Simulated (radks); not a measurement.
Q: The mean radii <r> (bohr) of the occupied orbitals of an atom or ion are listed with their occupations. All-electron calculation, Dirac Kohn-Sham, LDA (Slater exchange, Perdew-Wang correlation), spin-unpolarised, spherical densities, point nucleus. Program: a radial shooting solver on a logarithmic mesh with Libxc functionals.

| orbital | occ. | <r> |
|---|---|---|
| 1s1/2 | 2 | 0.01835 |
| 2s1/2 | 2 | 0.07698 |
| 2p1/2 | 2 | 0.06367 |
| 2p3/2 | 4 | 0.07163 |
| 3s1/2 | 2 | 0.2007 |
| 3p1/2 | 2 | 0.1907 |
| 3p3/2 | 4 | 0.2054 |
| 3d3/2 | 4 | 0.1797 |
| 3d5/2 | 6 | 0.1843 |
| 4s1/2 | 2 | 0.4497 |
| 4p1/2 | 2 | 0.4547 |
| 4p3/2 | 4 | 0.4882 |
| 4d3/2 | 4 | 0.5049 |
| 4d5/2 | 6 | 0.5165 |
| 5s1/2 | 2 | 1.068 |
| 5p1/2 | 2 | 1.177 |
| 5p3/2 | 4 | 1.281 |
| 4f5/2 | 6 | 0.6030 |
| 4f7/2 | 8 | 0.6128 |
| 5d3/2 | 4 | 1.854 |

Name the element and its charge. Open shells, if any, fill j = l - 1/2 first.

A: Z = 74, tungsten, charge +2: W2+ in [Xe] 4f14 5d4. The 1s radius gives Z: for a bare nucleus <r> = (2 gamma + 1)/(2Z) with gamma = sqrt(1 - (Z/c)^2), 0.01813 bohr for Z = 74, and screening makes it slightly larger (0.01835 here). The occupations add up to 72, and the charge is Z minus that.
